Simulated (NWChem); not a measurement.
Molecule: C3H5BF2; SMILES FB1CC[C@@H]1F

```xyz
11

F      1.0620    -1.6546    -0.3680
B      0.1588    -0.7977     0.0760
C     -1.4182    -0.7449    -0.0255
C     -1.1778     0.7993    -0.1847
C      0.2358     0.7321     0.4846
F      1.2164     1.5732    -0.0170
H     -1.9284    -1.2543    -0.8479
H     -1.9451    -0.9765     0.9069
H     -1.9056     1.4664     0.2874
H     -1.0708     1.0780    -1.2380
H      0.1381     0.9088     1.5647
```
Atoms are numbered in this order, from 1.

Program: NWChem. Pople sets run with spherical d functions. Structure relaxed at the B3LYP/6-31G* (spherical d) level. GIAO values for the isolated, static molecule; σ is the absolute isotropic shielding, δ = σ(reference) − σ with the isolated reference molecule computed at the same levels (11B: boron trifluoride, 13C: tetramethylsilane, 1H: tetramethylsilane).

For level B3LYP/6-31G*:

δ B2 (ppm): 40.8
δ C3 (ppm): 14.0
δ H7 (ppm): 1.11
δ H8 (ppm): 0.91

**Question.** Estimate the same quantities for level PBE0/pcSseg-1.

**Answer.** 
- δ B2 (ppm) = 41.9
- δ C3 (ppm) = 15.3
- δ H7 (ppm) = 1.31
- δ H8 (ppm) = 1.01
